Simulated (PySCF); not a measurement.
## Bonding in `CCNN=C1CCCC1`

C₇H₁₄N₂.
SMILES with atom numbers: `[CH3:1][CH2:2][NH:3][N:4]=[C:5]1[CH2:6][CH2:7][CH2:8][CH2:9]1` (hydrogens: H10, H11, H12 on C1; H13, H14 on C2; H15 on N3; H16, H17 on C6; H18, H19 on C7; H20, H21 on C8; H22, H23 on C9)

Geometry (GFN2-xTB, Å), atoms numbered from 1 in this order:
```xyz
23
C7H14N2 angstrom
C      3.4161   -0.4082   -0.3603
C      2.7843   -0.3164    1.0295
N      1.3600   -0.5580    1.0314
N      0.6110    0.4980    0.6428
C     -0.5599    0.3647    0.1846
C     -1.4144    1.5576   -0.1430
C     -2.8276    0.9814   -0.2183
C     -2.6093   -0.4211   -0.7871
C     -1.3368   -0.9058   -0.0912
H      3.2657   -1.4001   -0.7840
H      4.4836   -0.2146   -0.3039
H      2.9608    0.3266   -1.0204
H      2.9304    0.6849    1.4380
H      3.2456   -1.0459    1.7016
H      1.0940   -1.4701    0.6604
H     -1.1155    1.9643   -1.1132
H     -1.3044    2.3474    0.5977
H     -3.4960    1.5816   -0.8342
H     -3.2524    0.9108    0.7847
H     -2.4401   -0.3567   -1.8639
H     -3.4590   -1.0811   -0.6135
H     -1.5728   -1.4018    0.8554
H     -0.7684   -1.6104   -0.7050
```

Bond orders from the PBE0/pcSseg-1 density (PySCF). Geometry: GFN2-xTB, one conformer, isolated molecule.

(1) Where do the orders between heavy atoms depart from those drawn in the SMILES?

(2) Set the Mayer orders of the bonds between heavy atoms beside their lengths.

## Answers

(1) The largest departure is 0.161, at N4–C5 (drawn double, 1.839).

(2) 
| bond | drawn as | length (Å) | Mayer order |
| --- | --- | --- | --- |
| C1–C2 | single | 1.529 | 1.048 |
| C2–N3 | single | 1.445 | 0.963 |
| N3–N4 | single | 1.352 | 1.065 |
| N4–C5 | double | 1.264 | 1.839 |
| C5–C6 | single | 1.504 | 1.025 |
| C6–C7 | single | 1.528 | 1.025 |
| C7–C8 | single | 1.529 | 1.029 |
| C8–C9 | single | 1.529 | 1.027 |
| C9–C5 | single | 1.515 | 0.993 |

Bonds between the same two heavy elements. C–C: lowest C9–C5 (0.993, 1.515 Å), highest C1–C2 (1.048, 1.529 Å); in 5 of the 15 pairs the longer bond (by over 0.003 Å) has the higher order (by 0.02 or more). C–N: lowest C2–N3 (0.963, 1.445 Å), highest N4–C5 (1.839, 1.264 Å).

Task: And the bonds to hydrogen?

Result: C–H: 0.93 to 0.96 (13 bonds); H–N: 0.91 (1 bond).

Task: Sum the orders of all bonds at each heavy atom with more than one neighbour and set the sums beside the valence in the SMILES.

Result: C1 3.941 (drawn 4), C2 3.910 (drawn 4), N3 2.936 (drawn 3), N4 2.904 (drawn 3), C5 3.857 (drawn 4), C6 3.935 (drawn 4), C7 3.963 (drawn 4), C8 3.964 (drawn 4), C9 3.882 (drawn 4). Orders between atoms that aren't bonded are not in these sums.

The Mayer order sums products of elements of PS (density times overlap matrix) between the two atoms' basis functions, so it depends on the basis set.

The run behind these numbers computed NMR shieldings as well. The run took about 2.1 min of CPU time (one thread, shared machine).
